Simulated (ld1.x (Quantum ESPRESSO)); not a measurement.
**What one change does to a pseudopotential (Ru, RRKJ)**

ld1.x (Quantum ESPRESSO) 7.5 input, shortened:

```
&input
   title='Ru', zed=44., rel=2, dft='PBE', iswitch=3,
   config='[Kr] 4d7 4f-2 5s1 5p0', rel_dist='average'
 /
 &inputp
   pseudotype=2, tm=.false., rho0=0.005, lloc=-2, rcloc=1.55,
   nlcc=.true.
 /
4
5S  1  0   1.00   0.00  2.60  2.60  0.0
5P  2  1   0.00   0.00  3.25  3.25  0.0
4D  3  2   7.00   0.00  1.90  1.90  0.0
4F  4  3  -2.00   0.45  2.90  2.90  0.0
 &test
   configts(1)='4d7 5s1 5p0'
 /
```

Open shells are filled in proportion to 2j + 1 (rel_dist='average').

Change: local potential all-electron potential smoothed inside 3.14 bohr (lloc = -2).

Cutoffs: the cutoffs (Ry, on a coarse ladder) from which the occupation-weighted sum of valence levels, in a spherical-Bessel basis at the reference potential, stays within 10 and 1 mRy of its value at 400 Ry; they do not see the model core or the augmentation charge, which bear on the density cutoff. Errors are all-electron minus pseudo energies relative to the spin-unpolarised reference configuration.

Problem. What does the change do?

Solution. The potential gets neither clearly harder nor softer (40 Ry and 50 Ry → 40 Ry and 50 Ry); the bound ghost in s disappears; of the 7 tests that both files solve, the error grows in 6 and shrinks in 0 by more than 15 % and 0.3 meV (median size 46.4 → 134.5 meV); the range in which the p1/2 phases agree widens (upper end 0.9 → 2.0); the range in which the p3/2 phases agree widens (upper end 0.7 → 1.9). In the separable form a ghost depends on how the local part lies against the semilocal potential of the channel, so the choice of the local part can create or remove one. The local part now departs from the all-electron potential out to 3.14 bohr, far beyond the d radius of 1.90 bohr, and whatever the projectors do not describe feels it: the likely cause.

| quantity | base | changed |
| --- | --- | --- |
| cutoff, loose | 40 Ry | 40 Ry |
| cutoff, tight | 50 Ry | 50 Ry |
| bound ghosts | s | none |
| error for 4d7 5s0 5p0, meV [ΔE 7.29 eV] | -11 | -11 |
| error for 4d6 5s0 5p0, meV [ΔE 25.48 eV] | -46 | -135 |
| error for 4d5 5s0 5p0, meV [ΔE 56.10 eV] | -323 | -668 |
| error for 4d6 5s1 5p1, meV [ΔE 5.65 eV] | -90 | -137 |
| error for 4d4 5s0 5p0, meV [ΔE 100.61 eV] | -1027 | -1736 |
| error for 4d7 5s0 5p1, meV [ΔE 3.46 eV] | -2.4 | -3.2 |
| error for 4d8 5s0 5p0, meV [ΔE -0.33 eV] | -41 | -77 |
| s: phases at 3.57 bohr within 0.05 rad from the reference energy up to (Ry; the scan ends near 5) | 2.0 | 1.5 |
| p1/2: phases at 3.57 bohr within 0.05 rad from the reference energy up to (Ry; the scan ends near 5) | 0.9 | 2.0 |
| p3/2: phases at 3.57 bohr within 0.05 rad from the reference energy up to (Ry; the scan ends near 5) | 0.7 | 1.9 |
| d3/2: phases at 3.57 bohr within 0.05 rad from the reference energy up to (Ry; the scan ends near 5) | 4.1 | 0.5 |
| d5/2: phases at 3.57 bohr within 0.05 rad from the reference energy up to (Ry; the scan ends near 5) | 4.2 | 0.5 |
| f5/2: phases at 3.57 bohr within 0.05 rad from the reference energy up to (Ry; the scan ends near 5) | 2.6 | 2.5 |
| f7/2: phases at 3.57 bohr within 0.05 rad from the reference energy up to (Ry; the scan ends near 5) | 2.6 | 2.5 |

Base: These tests converged, but a pseudo level misses the all-electron one widely, so the file describes the atom poorly there or has found another state: 4d4 5s0 5p0: empty 5p by 7.8 eV (a node warning on the way). A true bound ghost makes a file unfit for plane-wave use even where its test errors are small: the radial tests pick states by their node count and pass the ghost by.
